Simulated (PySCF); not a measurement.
**SbSe2, doublet: structure and spectrum**

Level of theory: UPBE0 in PySCF with Sb def2-SVP with ECP28, Se def2-SVP; scalar-relativistic core potentials, no spin–orbit coupling; density-fitted integrals.

The structure is a minimum.

Coordinates in bohr (charge 0 multiplicity 2):
```
Sb    0.0000    0.0000   -1.2066
Se    3.9727    0.0000    0.9130
Se   -3.9727    0.0000    0.9130
```

- Point group: C2v
- Bond lengths: Sb–Se 2.383 Å (×2)
- Bond angles: Se–Sb–Se 123.8°
- Zero-point energy: 3.7 kJ/mol
- Heat capacity Cp at 298.15 K: 56.0 J/(mol K)
- Dipole moment: 1.36 D
- Entropy at 298.15 K and 1 bar (electronic part: spin only): 330.5 J/(mol K)
- Enthalpy at 298.15 K above 0 K: 14.36 kJ/mol
- Spin squared ⟨S²⟩: 0.761
- Principal quadrupole moments (Buckingham, traceless) about the centre of mass: -4.85, 1.71, 3.15 D Å
- Principal polarisabilities: 44.3, 62.3, 182.5 bohr³
- Rotational symmetry number: 2
- Rotational constants: 0.1947, 0.02386, 0.02126 cm⁻¹
- Highest occupied level (β): -6.69 eV
- Lowest empty level (β): -4.78 eV
- Atomisation energy without zero-point energy: 519 kJ/mol

Harmonic modes (masses in u: Sb 120.904, Se 79.917):
| symmetry | ω (cm⁻¹) | IR (km/mol) |
| --- | --- | --- |
| a1 | 86 | 0.8 |
| b2 | 264 | 1.5 |
| a1 | 268 | 1.0 |

In C2v the vibrations span 2a1 + b2. Here b1 is antisymmetric to the molecular plane and b2 lies in it.

Charges (e):
```tsv
atom	Mulliken	Löwdin	polar tensor	spin (Mulliken)	Mayer order to Sb1
Sb1	0.45	0.30	0.11	0.11	–
Se2,3	-0.22	-0.15	-0.05	0.45	1.68
```
Other Mayer orders above 0.3: Se–Se 0.40.

Mulliken populations on Sb1 (electrons outside its core potential): s 3.78, p 8.57, d 10.20.

Other isomers or separated fragments may lie lower. With an element this heavy the missing spin–orbit coupling can shift these numbers.

The final relaxation and frequency run took 2.2 min on 4 threads of a shared AMD EPYC (Zen 3) host, with 90 basis functions and 9 gradients; the process peaked at 0.92 GiB.
